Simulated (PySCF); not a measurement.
**Radial density of Pt (platinum, neutral)**

UHF, [Xe] 4f14 5d10, closed-shell 1S (an excited configuration). Calculation: PySCF 2.14, in aug-cc-pwCVTZ-PP with ECP60MDF (8s8p7d4f3g, 122 functions); scalar relativity through the core potential. This is the valence pseudo-density: the core potential removes the inner electrons and smooths the orbitals near the nucleus.

| r (bohr) | 4πr²ρ (e/bohr) |
| --- | --- |
| 0.150 | 0.0001236 |
| 0.253 | 0.004615 |
| 0.425 | 0.3916 |
| 0.715 | 8.855 |
| 1.20 | 14.30 |
| 2.02 | 4.307 |
| 3.40 | 0.5969 |
| 5.72 | 0.02532 |
| 9.63 | 7.214e-05 |

Energies and moments cover only the electrons outside the core potential. Spin-orbit coupling, which splits the p, d and f shells strongly at this Z, is absent.
